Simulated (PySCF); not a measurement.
**Working out the excitation energy of Cl²⁺**

Cl²⁺ [Ne] 3s2 3p3 (4S) → Cl²⁺ [Ne] 3s1 3p4 (4P). Computed with PySCF 2.14 in aug-cc-pV(D+d)Z (5s4p3d, 32 functions), with no relativity, point nucleus. Frozen: [Ne]. Energies in hartree (1 hartree = 27.21139 eV):

```json
{"part": "UHF", "Cl²⁺ (lower)": "-458.210258", "Cl²⁺ (upper)": "-457.736359"}
{"part": "CCSD correlation", "Cl²⁺ (lower)": "-0.096106", "Cl²⁺ (upper)": "-0.121229"}
{"part": "(T)", "Cl²⁺ (lower)": "-0.001140", "Cl²⁺ (upper)": "-0.003287"}
```

Problem. What does Hartree-Fock give?

Solution. (-457.736359) − (-458.210258) = 0.473899 hartree = 12.895 eV.

Problem. What do CCSD and CCSD(T) give?

Solution. The CCSD correlation energies differ by -0.025123 hartree = -0.684 eV and the triples by -0.002147 hartree = -0.058 eV, so CCSD gives 12.211 eV and CCSD(T) 12.153 eV.

The coupled-cluster amplitudes are large, so a single reference is strained.
